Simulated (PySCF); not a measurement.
## Two-component Hartree-Fock for Re⁺ (rhenium, charge +1)

Start: [Xe] 4f14 5d5 6s1; 5d3/2 filled at m_j = -3/2, -1/2, +1/2, +3/2; 5d5/2 filled at m_j = +5/2; 6s1/2 filled at m_j = +1/2. Calculated with PySCF 2.14 in x2c-QZVPPall-2c: generalised Hartree-Fock with the X2C-1e Hamiltonian and a Gaussian nucleus; one run each with spin-orbit coupling (SO) switched off, then screened by Boettger's factors.

```tsv
spinor shell	electrons	ε, spin-free (eV)	ε, screened SO (eV)	weight of nominal j (screened SO)	rms radius, screened SO (bohr)
1s1/2	2	-72076.1	-72053.3	1.000	0.0204
2s1/2	2	-12646.7	-12639.6	1.000	0.0824
2p1/2	2	-11042.5	-12073.3	1.000	0.0700
2p3/2	4	-11042.5	-10627.6	1.000	0.0775
3s1/2	2	-2997.1	-2994.9	1.000	0.210
3p1/2	2	-2515.9	-2742.5	1.000	0.202
3p3/2	4	-2515.9	-2423.2	1.000	0.217
3d3/2	4	-1963.9	-2004.3	1.000	0.192
3d5/2	6	-1963.9	-1935.3	1.000	0.196
4s1/2	2	-664.55	-663.88	1.000	0.468
4p1/2	2	-503.87	-557.34	1.000	0.476
4p3/2	4	-503.87	-481.89	1.000	0.509
4d3/2	4	-298.24	-306.65	0.999	0.531
4d5/2	6	-298.24	-292.16	1.000	0.543
5s1/2	2	-108.15	-108.01	1.000	1.12
5p1/2	2	-64.806	-74.508	0.917	1.25
4f5/2	6	-67.688	-69.018	0.990	0.634
4f7/2	8	-67.688	-66.212	0.993	0.640
5p3/2	4	-64.806	-60.695	0.958	1.32
5d3/2	4	-19.696	-19.791	0.583	1.95
5d5/2	1	-19.696	-19.202	1.000	1.99
6s1/2	1	-16.052	-16.039	1.000	3.07
```

```
   quantity     spin-free   screened SO
E (hartree)  -16679.89523  -16700.76229
        M_J             3             3
       ⟨J²⟩        12.007        12.009
       ⟨L²⟩         0.000         0.209
       ⟨S²⟩        12.007        11.949
```

Each row is a mean over spinors that exchange with the open shell spreads, by up to 8.491 eV (5p3/2).

Rows whose weight is well below 1 are mixtures of j = l ± 1/2: exchange outweighs spin-orbit coupling there, and the label is only the starting occupation.

Breit and QED terms are absent; they matter most for the inner s and p1/2 levels.

Densities and radii are taken from the X2C orbitals without a picture-change correction, which distorts them close to the nucleus.

Without spin-orbit coupling the j labels of p, d and f shells carry no meaning; the spin-free column gives the mean over the occupied spinors of each nl shell.
